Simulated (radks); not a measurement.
The numbers below are computed, except where a source is named.
Question: These are the eigenvalues of the occupied orbitals of an atom or ion with whole-number occupations (eV). Level of theory: Dirac Kohn-Sham, exchange-only PBE, spin-unpolarised, spherical densities, finite nucleus; Fermi nuclear charge, rms radius of each element as measured or else 0.836 A^(1/3) + 0.57 fm (a radial shooting solver on a logarithmic mesh with Libxc functionals).

orbital  eigenvalue
1s1/2     -33109.35
2s1/2     -5239.659
2p1/2     -4925.749
2p3/2     -4626.917
3s1/2     -1173.627
3p1/2     -1043.859
3p3/2     -987.4996
3d3/2     -758.9833
3d5/2     -747.1129
4s1/2     -319.8316
4p1/2     -273.7736
4p3/2     -262.1887
4d3/2     -186.8891
4d5/2     -184.9195

Which element is it, and in what charge state? The configuration may be excited. Open shells, if any, fill j = l - 1/2 first.

Answer: Z = 53, iodine, charge +9: I9+ in [Kr] 4d8. The list shows which subshells hold electrons but not how many an open one holds; the 1s level, -1216.7 hartree, gives Z - s = 49.3 by -(Z - s)^2/2, which with screening and relativity narrows Z to a few neighbours, and the depths of the outer levels then fix element, charge and occupations together.
